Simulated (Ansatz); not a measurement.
`O=C=[N][Al]([Cl])[Cl]` + HI → `[Cl][Al]([Cl])[I]` + `N=C=O` at 500 K and 1 bar (ligand exchange at the Al–N bond).

Program: Ansatz. Geometries: PBE0-D4/def2-TZVP. ΔE: electronic, gas phase. CBS: MP2 limit from def2 TZ/QZ plus the TZ coupled-cluster correction, frozen cores. This one scheme is used for every species. def2 core potentials past Kr. For I outer-core shells are correlated without core-valence functions, which leaves a few kJ/mol of doubt a bond. Each species was taken in one conformer, which may not be the lowest.

```json
{"species": "`O=C=[N][Al]([Cl])[Cl]`", "CCSD(T)/CBS energy (Eh)": "-1329.69600", "H − E (kJ/mol)": "87.3", "S (J/(mol·K))": "424.2"}
{"species": "HI", "CCSD(T)/CBS energy (Eh)": "-298.03592", "H − E (kJ/mol)": "28.6", "S (J/(mol·K))": "221.6"}
{"species": "`[Cl][Al]([Cl])[I]`", "CCSD(T)/CBS energy (Eh)": "-1459.21603", "H − E (kJ/mol)": "43.8", "S (J/(mol·K))": "382.5"}
{"species": "`N=C=O`", "CCSD(T)/CBS energy (Eh)": "-168.51995", "H − E (kJ/mol)": "77.7", "S (J/(mol·K))": "264.2"}
```

H − E and S are ideal-gas, rigid-rotor, harmonic terms from PBE0-D4/def2-TZVP, for one conformer and one mirror image of each species. 1 Eh = 2625.50 kJ/mol, R = 8.31446 J/(mol·K).

Question: By hand: ΔE, ΔH, ΔS and ΔG.

Answer: ΔE = (-1459.21603) + (-168.51995) − (-1329.69600) − (-298.03592) = -0.00406 Eh = -10.7 kJ/mol. Δ(H − E) = 43.8 + 77.7 − 87.3 − 28.6 = 5.6, so ΔH = -5.1 kJ/mol. ΔS = 382.5 + 264.2 − 424.2 − 221.6 = 0.9 J/(mol·K). ΔG = -5.1 − 500 × (0.9)/1000 = -5.5 kJ/mol.

Question: By hand: the equilibrium constant, and the temperature at which ΔG would vanish if ΔH and ΔS stayed fixed.

Answer: log₁₀ K = −ΔG/(RT ln 10) = 0.6. ΔH and −TΔS have one sign here, so there is no such temperature.

The number of gas molecules stays the same, so ΔS is small and ΔH decides. The sign of ΔG lies within the doubt. A doubt of 5 kJ/mol in ΔE shifts log₁₀ K by 0.5 here. Other conformers and mirror images would add mixing entropy, several J/(mol·K) or more a flexible species. Modes under 60 cm⁻¹, often nearly free rotors, make the harmonic entropy too high. These are equilibria of isolated gas molecules and say nothing of rates. Largest T1 diagnostic: 0.018 (customary marks: 0.02 for closed shells, 0.045 for open ones).

ΔS is within the doubt of such terms, so its sign, and with it that verdict, could turn.
